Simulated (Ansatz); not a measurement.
Zr₂P₂. Total charge 0; singlet. Geometry PBE-D4/def2-SVP.

Cartesian coordinates in Å:
```
Zr -0.5084 0.2204 -1.4831
Zr 1.5700 -0.1912 0.0717
P -0.6645 -1.1591 0.5815
P -0.3970 1.1299 0.8300
```

In the def2 sets Zr takes a core potential; there is no spin–orbit coupling. The restricted singlet is unstable towards broken spin symmetry in Hartree–Fock (as tested in another run); at LDA (SPW92)/def2-TZVP, PBE-D4/def2-TZVP, r2SCAN-D4/def2-TZVP, PBE0-D4/def2-TZVP and others this wasn't settled. No other spin state of charge 0 was run. Another isomer (triplet) lies 0.70 eV lower at PBE0-D4/def2-TZVP; other spin states weren't run for this one.

Task: Estimate the orbital energies around the gap (eV) in Ansatz with LDA (SPW92)/def2-TZVP, PBE-D4/def2-TZVP, r2SCAN-D4/def2-TZVP, PBE0-D4/def2-TZVP, r2SCAN0-D4/def2-TZVP.

Result: 
| orbital | LDA (SPW92)/def2-TZVP | PBE-D4/def2-TZVP | r2SCAN-D4/def2-TZVP | PBE0-D4/def2-TZVP | r2SCAN0-D4/def2-TZVP |
| --- | --- | --- | --- | --- | --- |
| HOMO−9 | -30.23 | -30.33 | -31.49 | -32.97 | -33.70 |
| HOMO−8 | -14.82 | -14.66 | -15.25 | -16.47 | -16.84 |
| HOMO−7 | -11.78 | -11.63 | -12.05 | -13.16 | -13.43 |
| HOMO−6 | -6.95 | -6.77 | -6.95 | -7.59 | -7.73 |
| HOMO−5 | -6.57 | -6.39 | -6.58 | -7.32 | -7.47 |
| HOMO−4 | -6.52 | -6.35 | -6.56 | -7.26 | -7.40 |
| HOMO−3 | -5.42 | -5.25 | -5.37 | -6.03 | -6.13 |
| HOMO−2 | -4.94 | -4.78 | -4.92 | -5.55 | -5.66 |
| HOMO−1 | -4.34 | -4.16 | -4.26 | -4.86 | -4.97 |
| HOMO | -3.67 | -3.52 | -3.61 | -4.29 | -4.35 |
| LUMO | -3.57 | -3.36 | -3.24 | -2.48 | -2.42 |
| LUMO+1 | -2.87 | -2.62 | -2.39 | -1.95 | -1.86 |
| LUMO+2 | -2.51 | -2.26 | -2.03 | -1.42 | -1.32 |
| LUMO+3 | -2.33 | -2.12 | -1.93 | -1.30 | -1.17 |
| LUMO+4 | -2.31 | -2.11 | -1.92 | -1.28 | -1.16 |
| LUMO+5 | -2.05 | -1.86 | -1.63 | -1.24 | -1.11 |
